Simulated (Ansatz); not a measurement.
## Energy differences in YCl

Program: Ansatz, Gaussian basis, development build. Basis cc-pwCVTZ-PP on Y, cc-pV(T+d)Z on Cl, scalar-relativistic core potentials (28 electrons on Y), no spin–orbit coupling, 5 orbitals frozen in the corrections; active space CAS(8,9). Restricted Hartree–Fock, then the lowest state-specific CASSCF solution met for each case. Coupled cluster stands on the determinant that it favours, not always the lowest RHF. On stretched bonds single-reference methods can fail or change state. Solutions in different active orbitals can move differences by tenths of an eV and at times more than 1 eV.

Case A, triplet: bond length 2.3850 Å.

Case B, singlet: the shape of A.

Case C, singlet: bond length 2.7427 Å.

Energy less that of case A, in eV:

| case | RHF/ROHF | CASSCF | CCSD(T) |
| --- | --- | --- | --- |
| B | -0.248 | -1.649 | -0.888 |
| C | +0.096 | -1.351 | -0.366 |

**Question.** Give the SC-NEVPT2 energies against case A.

**Answer.** B: -0.458 eV (-10.6 kcal/mol); C: +0.003 eV (0.1 kcal/mol).

**Question.** Which case is lowest, and do the methods agree?

**Answer.** B is lowest in SC-NEVPT2. Of the methods shown, RHF/ROHF, CASSCF, CCSD(T) agree.
